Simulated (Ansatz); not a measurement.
A CCSD(T) single point on CH6FGeNSi, SMILES `N=C(F)[SiH2][GeH3]`.

```yaml
crystal:
  periodic: [false, false, false]
  atoms:
    - {symbol: N, position_ang: [1.848021, -1.263401, 1.482471]}
    - {symbol: C, position_ang: [0.783376, -0.630348, 1.330539]}
    - {symbol: F, position_ang: [0.480814, 0.292825, 2.267485]}
    - {symbol: Si, position_ang: [-0.531396, -0.695937, -0.042091]}
    - {symbol: Ge, position_ang: [-0.620313, 1.404269, -1.157450]}
    - {symbol: H, position_ang: [1.983757, -1.931866, 0.729283]}
    - {symbol: H, position_ang: [-0.118909, -1.791461, -0.957372]}
    - {symbol: H, position_ang: [-1.838964, -1.022973, 0.580977]}
    - {symbol: H, position_ang: [-0.993295, 2.509828, -0.161053]}
    - {symbol: H, position_ang: [0.748064, 1.719773, -1.779280]}
    - {symbol: H, position_ang: [-1.675955, 1.352393, -2.273007]}
basis:
  gaussian: {orbitals: def2-SVP}
correlation: {method: ccsd_t}
```

```sh
$ ansatz run in.yaml --threads 4 --pin off --events-out ev --progress --plain --max-ram 10444MiB
```

Output of Ansatz, abridged:

```
Functional definition: HF
1206 factors; integrals over basis functions are off by at most 1.5e-3 eV
mean field evaluation 1: about -69630.7522 eV, gradient 3.6e1 eV
mean field evaluation 2: about -69630.8146 eV, gradient 3.6e1 eV
mean field evaluation 4: about -69634.2456 eV, gradient 3.8e0 eV
mean field evaluation 8: about -69634.3309 eV, gradient 2.3e-1 eV
mean field -69634.33132037 eV, -2559.0144761786 hartree, gradient 8.3e-7 eV, S^2 0.000000; 0 other end points of the search recorded, 0 dependent functions left out
17 core orbitals not correlated: weight in the atoms' cores, before any rotation towards them, 1.000 or more for the frozen orbitals, at most 0.000 for the correlated occupied ones
reference -69634.33132037 eV, -2559.0144761786 hartree; 20, 20 occupied and 85, 85 virtual orbitals, 1206 factors
second order -21.98555401 eV of doubles, -0.00000000 eV of singles
cycle   1  -22.30510413 eV  change   -3.2e-1 eV  update   1.2e-1
cycle   2  -23.01722812 eV  change   -7.1e-1 eV  update   3.8e-2
cycle   3  -23.16884763 eV  change   -1.5e-1 eV  update   2.0e-2
cycle   4  -23.15958082 eV  change    9.3e-3 eV  update   4.7e-3
cycle   5  -23.15874005 eV  change    8.4e-4 eV  update   2.1e-3
cycle   6  -23.15925927 eV  change   -5.2e-4 eV  update   5.7e-4
cycle   7  -23.15882846 eV  change    4.3e-4 eV  update   2.3e-4
cycle   8  -23.15880058 eV  change    2.8e-5 eV  update   8.5e-5
cycle   9  -23.15882684 eV  change   -2.6e-5 eV  update   3.3e-5
perturbative correction -0.69180566 eV, -0.0254233890 hartree
Total energy: -69658.18195287 eV, -2559.8909707564 hartree
```

Hardware: 4 threads of an Intel Xeon Platinum 8488C on a shared host. Wall time 7 s, peak host memory 0.71 GiB.

Correlation energy per correlated electron: -0.596 eV. T1 diagnostic: 0.0129.
